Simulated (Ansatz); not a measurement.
`[CH3][Zn][CH2]O` at its PBE0-D4/def2-TZVP geometry, where that method's forces vanish. Charge 0, multiplicity 1.

| atom | x (Å) | y (Å) | z (Å) |
| --- | --- | --- | --- |
| C1 | -1.3248 | -0.7885 | -1.5890 |
| Zn2 | -0.3231 | 0.0325 | -0.1389 |
| C3 | 0.7283 | 0.8095 | 1.3416 |
| O4 | 1.8983 | 0.0468 | 1.6691 |
| H5 | -0.7783 | -1.6328 | -2.0175 |
| H6 | -1.5158 | -0.0703 | -2.3909 |
| H7 | -2.2902 | -1.1603 | -1.2350 |
| H8 | 0.1108 | 0.7928 | 2.2447 |
| H9 | 0.9842 | 1.8658 | 1.1819 |
| H10 | 2.5107 | 0.1043 | 0.9340 |

Q: For each bond, give half the difference of the two atoms' forces along it (eV/Å; positive pushes the atoms apart) under PBE-D4, r2SCAN-D4, B3LYP-D4, ωB97M-V in def2-TZVPP. (Estimate.)

A: Ansatz gave: 
```csv
bond,length (Å),PBE-D4,r2SCAN-D4,B3LYP-D4,ωB97M-V
C1–Zn2,1.944,-0.07,-0.07,0.12,0.02
C1–H5,1.093,0.12,0.01,-0.07,-0.04
C1–H6,1.093,0.13,0.01,-0.07,-0.05
C1–H7,1.093,0.13,0.01,-0.07,-0.05
Zn2–C3,1.975,-0.08,-0.11,0.03,-0.09
C3–O4,1.435,0.27,0.32,0.32,0.35
C3–H8,1.094,0.12,-0.02,-0.15,-0.11
C3–H9,1.098,0.10,-0.03,-0.13,-0.12
O4–H10,0.959,0.41,0.01,-0.04,-0.11
```

B3LYP here is the variant with VWN-RPA as its local correlation; programs differ in this.
